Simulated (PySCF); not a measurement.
# Al³⁺ (aluminium, charge +3) across methods

[Ne], closed-shell 1S. All numbers are calculated (PySCF 2.14, the spin-free X2C one-electron Hamiltonian (Gaussian nucleus), in aug-cc-pCVTZ-DK with one added diffuse shell each of s, p, d, f type (9s8p6d4f, 91 functions)).

| method | E (hartree) | mean ε 1s (eV) | mean ε 2s (eV) | mean ε 2p (eV) | Σ⟨r²⟩ (bohr²) | ⟨S²⟩ |
| --- | --- | --- | --- | --- | --- | --- |
| HSE06 | -240.7435 | -1567.1 | -148.81 | -108.37 | 3.662 | 0.000 |
| PBE | -240.7009 | -1546.2 | -142.61 | -104.11 | 3.678 | 0.000 |
| PW91 | -240.8138 | -1547.0 | -142.72 | -104.31 | 3.676 | 0.000 |
| BHandHLYP | -240.8485 | -1589.5 | -155.75 | -113.55 | 3.654 | 0.000 |
| UHF | -240.43198 | -1630.3 | -167.91 | -121.69 | 3.628 | 0.000 |
| LDA | -239.7756 | -1539.3 | -141.98 | -104.20 | 3.688 | 0.000 |
| r2SCAN | -240.8280 | -1556.3 | -146.04 | -105.71 | 3.649 | 0.000 |
| PBE0 | -240.7283 | -1567.4 | -149.26 | -108.83 | 3.661 | 0.000 |
| BLYP | -240.8478 | -1547.5 | -142.46 | -104.15 | 3.684 | 0.000 |
